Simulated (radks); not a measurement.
The numbers below are computed, except where a source is named.
Neutral copper inside a hard spherical wall (all orbitals vanish at R), configuration held at [Ar] 3d10 4s1 and not refilled when levels cross. Level of theory: non-relativistic Kohn-Sham, PBE, spin-polarised, spherical densities, point nucleus; open shells are filled with parallel spins first (a radial shooting solver on a logarithmic mesh with Libxc functionals). Eigenvalues in eV for spin up, with the zero of energy where the potential of the charges vanishes at infinity; a dash marks a level that is unbound or too diffuse for the functional's potential to be trusted. A positive occupied level is held by the wall or, in an anion where self-interaction has pushed it up, behind a barrier. The pressure on the wall is -dE/dV.

[
 {"R (bohr)": "free", "E (hartree)": "-1640.29880", "kinetic (hartree)": "1639.107", "e(3s)": "-110.86", "e(3p)": "-71.027", "e(3d)": "-5.226", "e(4s)": "-4.828", "e(4p, empty)": "-0.969", "e(5s, empty)": "-", "pressure (GPa)": "0"},
 {"R (bohr)": "20", "E (hartree)": "-1640.29880", "kinetic (hartree)": "1639.107", "e(3s)": "-110.86", "e(3p)": "-71.027", "e(3d)": "-5.226", "e(4s)": "-4.828", "e(4p, empty)": "-0.968", "e(5s, empty)": "-", "pressure (GPa)": "< 0.0001"},
 {"R (bohr)": "12", "E (hartree)": "-1640.29878", "kinetic (hartree)": "1639.107", "e(3s)": "-110.86", "e(3p)": "-71.024", "e(3d)": "-5.224", "e(4s)": "-4.826", "e(4p, empty)": "-0.916", "e(5s, empty)": "0.731", "pressure (GPa)": "0.000374"},
 {"R (bohr)": "8", "E (hartree)": "-1640.29686", "kinetic (hartree)": "1639.122", "e(3s)": "-110.73", "e(3p)": "-70.893", "e(3d)": "-5.098", "e(4s)": "-4.702", "e(4p, empty)": "-0.411", "e(5s, empty)": "3.879", "pressure (GPa)": "0.0794"},
 {"R (bohr)": "6", "E (hartree)": "-1640.28054", "kinetic (hartree)": "1639.210", "e(3s)": "-110.12", "e(3p)": "-70.281", "e(3d)": "-4.515", "e(4s)": "-4.032", "e(4p, empty)": "1.043", "e(5s, empty)": "10.623", "pressure (GPa)": "1.35"},
 {"R (bohr)": "4", "E (hartree)": "-1640.09603", "kinetic (hartree)": "1639.957", "e(3s)": "-106.57", "e(3p)": "-66.770", "e(3d)": "-1.187", "e(4s)": "0.811", "e(4p, empty)": "8.368", "e(5s, empty)": "37.988", "pressure (GPa)": "39.0"},
 {"R (bohr)": "3.5", "E (hartree)": "-1639.89791", "kinetic (hartree)": "1640.673", "e(3s)": "-103.96", "e(3p)": "-64.210", "e(3d)": "1.291", "e(4s)": "5.003", "e(4p, empty)": "13.936", "e(5s, empty)": "56.570", "pressure (GPa)": "109"},
 {"R (bohr)": "2.5", "E (hartree)": "-1638.35565", "kinetic (hartree)": "1645.830", "e(3s)": "-91.382", "e(3p)": "-51.884", "e(3d)": "14.055", "e(4s)": "31.241", "e(4p, empty)": "45.491", "e(5s, empty)": "149.74", "pressure (GPa)": "1310"}
]
